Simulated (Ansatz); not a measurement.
Species: C2H4N2, SMILES `NC#CN` (charge 0, multiplicity 1).

**Question.** Give a relaxed geometry from Ansatz (a quantum-chemistry and plane-wave program) with r2SCAN-D4/def2-TZVP.

**Answer.** the end point of this relaxation (outside a Z-matrix the atoms follow the SMILES, hydrogens last).
Cartesian coordinates (Å) in one orientation:
```xyz
8

N      1.890     0.152     0.458
C      0.589     0.068     0.129
C     -0.595     0.035    -0.118
N     -1.901     0.057    -0.435
H      2.317    -0.687     0.825
H      2.488     0.634    -0.198
H     -2.537     0.322     0.303
H     -2.245    -0.721    -0.980
```
